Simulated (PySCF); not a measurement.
Isomers of C5H6F3PS.

All values: PBE0/pcSseg-1 (PySCF) at GFN2-xTB geometries, gas phase, one conformer each.

(1) Rank by the highest IAO charge on any atom, lowest value first.
A. `CC1=C(C)P1(=S)C(F)(F)F`
B. `[F:1][C:2]([F:3])([F:4])[C:5]1=[CH:6][P@@H:7](=[S:8])[CH2:9][CH2:10]1` with C5–C6–P7–S8 -133°, C6–P7–C9–C10 17°, P7–C9–C10–C5 -21°, C2–C5–C10–C9 -164°
C. `[CH:1]#[C:2][P@H:3](=[S:4])[CH2:5][CH2:6][C:7]([F:8])([F:9])[F:10]` with C2–P3–C5–C6 167°, P3–C5–C6–C7 72°
D. `[CH2:1]=[CH:2][P@@:3]1(=[S:4])[CH2:5][C@@H:6]1[C:7]([F:8])([F:9])[F:10]` with C1–C2–P3–S4 1°

(2) Rank by the lowest Hirshfeld charge on any atom, lowest value first.
A. `[F:1][C:2]([F:3])([F:4])[C:5]1=[CH:6][P@@H:7](=[S:8])[CH2:9][CH2:10]1` with C5–C6–P7–S8 -133°, C6–P7–C9–C10 17°, P7–C9–C10–C5 -21°, C2–C5–C10–C9 -164°
B. `[CH2:1]=[CH:2][P@@:3]1(=[S:4])[CH2:5][C@@H:6]1[C:7]([F:8])([F:9])[F:10]` with C1–C2–P3–S4 1°
C. `CC1=C(C)P1(=S)C(F)(F)F`
D. `[CH3:1][CH2:2][C:3]1=[CH:4][P@:5]1(=[S:6])[C:7]([F:8])([F:9])[F:10]` with C1–C2–C3–C4 -2°

Answers

(1) A (+0.924 e), B (+0.956 e), C (+0.990 e), D (+1.009 e).

(2) A (-0.313 e), C (-0.288 e), D (-0.277 e), B (-0.259 e).

All values together:

```csv
SMILES,μ (D),HOMO (eV),LUMO (eV),lowest IAO charge (e),highest IAO charge (e),lowest Hirshfeld charge (e),highest Hirshfeld charge (e)
FC(F)(F)C1=C[P@@H](=S)CC1,3.54,-6.92,-1.62,-0.568 (S),+0.956 (P),-0.313 (S),+0.316 (P)
CC1=C(C)P1(=S)C(F)(F)F,5.31,-6.75,-0.75,-0.522 (S),+0.924 (P),-0.288 (S),+0.231 (P)
C#C[P@H](=S)CCC(F)(F)F,4.35,-6.99,-0.80,-0.562 (S),+0.990 (P),-0.288 (S),+0.322 (P)
C=C[P@@]1(=S)C[C@@H]1C(F)(F)F,5.20,-6.85,-1.36,-0.508 (S),+1.009 (P),-0.259 (S),+0.306 (P)
CCC1=C[P@]1(=S)C(F)(F)F,5.01,-6.91,-1.10,-0.508 (S),+0.943 (P),-0.277 (S),+0.242 (P)
```

Conformers: `[F:1][C:2]([F:3])([F:4])[C:5]1=[CH:6][P@@H:7](=[S:8])[CH2:9][CH2:10]1` with C5–C6–P7–S8 -133°, C6–P7–C9–C10 17°, P7–C9–C10–C5 -21°, C2–C5–C10–C9 -164°; `[CH:1]#[C:2][P@H:3](=[S:4])[CH2:5][CH2:6][C:7]([F:8])([F:9])[F:10]` with C2–P3–C5–C6 167°, P3–C5–C6–C7 72°; `[CH2:1]=[CH:2][P@@:3]1(=[S:4])[CH2:5][C@@H:6]1[C:7]([F:8])([F:9])[F:10]` with C1–C2–P3–S4 1°; `[CH3:1][CH2:2][C:3]1=[CH:4][P@:5]1(=[S:6])[C:7]([F:8])([F:9])[F:10]` with C1–C2–C3–C4 -2°.
